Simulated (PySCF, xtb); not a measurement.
C3H6BFN2, SMILES FB(C#CCN)N.

GFN2-xTB (xtb) at its own geometry gives an orbital gap of 4.11 eV and a dipole moment of 2.28 D.

Geometry optimised at ωB97X-D3(BJ)/def2-SVP. The structure was generated by enumeration, and PubChem lists no compound with its InChIKey, so it may never have been made. The values are those of a single conformer.

Task: What does PBE/def2-TZVP (PySCF) give? (The exact figures need the calculation; the answer reports its results.)

Result: gap 4.53 eV (levels -5.66 and -1.13 eV), dipole 2.74 D.
